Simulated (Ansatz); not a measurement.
PBE exchange is replaced step by step with exact exchange (0 % is PBE, 25 % PBE0; no dispersion term), basis def2-SVPD, Ansatz. System: Sn2O2⁻. Charge -1, multiplicity 2. Geometry: r2SCAN-D4/def2-SVPD, each spin state at its own.

Geometry of the doublet:

```xyz
4

Sn   -0.7027   -1.3258   -0.3942
Sn    0.7029    1.3257    0.3941
O     1.1082   -0.3846   -0.6821
O    -1.1083    0.3848    0.6822
```

In the def2 sets Sn takes a core potential; there is no spin–orbit coupling. At PBE with 10 % exact exchange/def2-SVPD, PBE with 15 % exact exchange/def2-SVPD, PBE with 40 % exact exchange/def2-SVPD the highest occupied level of the charge -1 doublet lies above zero (up to 1.11 eV). By energy differences its removal costs 0.85 eV (vertical, to the charge 0 singlet, at PBE0-D4/def2-TZVPD). At PBE with 10 % exact exchange/def2-SVPD, PBE with 15 % exact exchange/def2-SVPD the highest occupied level of the charge -1 quartet lies above zero (up to 1.15 eV). It is a level of α spin, whose loss leaves a triplet; that state wasn't run at this geometry and level. The electron is either unbound and held by the finite basis, or the level is raised by self-interaction error. The structure comes from a short search, and lower isomers may exist.

HOMO and LUMO are taken over both spins.

| exact exchange (%) | HOMO (eV) | LUMO (eV) | gap (eV) | ⟨S²⟩ | quartet − doublet (kJ/mol) |
| --- | --- | --- | --- | --- | --- |
| 10 | 1.11 | 2.19 | 1.08 | 0.759 | 246.1 |
| 15 | 0.99 | 2.27 | 1.28 | 0.760 | 244.2 |
| 40 | 0.40 | 2.67 | 2.27 | 0.767 | 234.5 |
